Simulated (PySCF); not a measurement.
## Radial density of B+ (boron, charge +1)

UHF, [He] 2s1 3d1, 2s spin antiparallel (an excited configuration). Computed with PySCF 2.14 in aug-cc-pVDZ-DK (4s3p2d, 23 functions), with the spin-free X2C one-electron Hamiltonian (Gaussian nucleus).

| r (bohr) | 4πr²ρ (e/bohr) | 4πr²(ρα − ρβ) |
| --- | --- | --- |
| 0.00670 | 0.03802 | -0.0009 |
| 0.0113 | 0.1029 | -0.0024 |
| 0.0190 | 0.2669 | -0.0063 |
| 0.0319 | 0.6627 | -0.0156 |
| 0.0536 | 1.507 | -0.0357 |
| 0.0902 | 2.978 | -0.0704 |
| 0.152 | 4.627 | -0.1040 |
| 0.255 | 4.864 | -0.0827 |
| 0.429 | 2.697 | -0.0029 |
| 0.722 | 0.7061 | -0.1641 |
| 1.21 | 0.6635 | -0.6185 |
| 2.04 | 0.5294 | -0.3275 |
| 3.44 | 0.3270 | 0.2601 |
| 5.78 | 0.1166 | 0.1163 |
| 9.72 | 4.880e-05 | 0.0000 |

Densities and radii are taken from the X2C orbitals without a picture-change correction, which distorts them close to the nucleus.

The outer electron is Rydberg-like, and this basis confines it to a smaller radius and binds it less than a complete one would. With the s spin flipped the determinant is a mixture of two multiplicities, not a spectroscopic state.
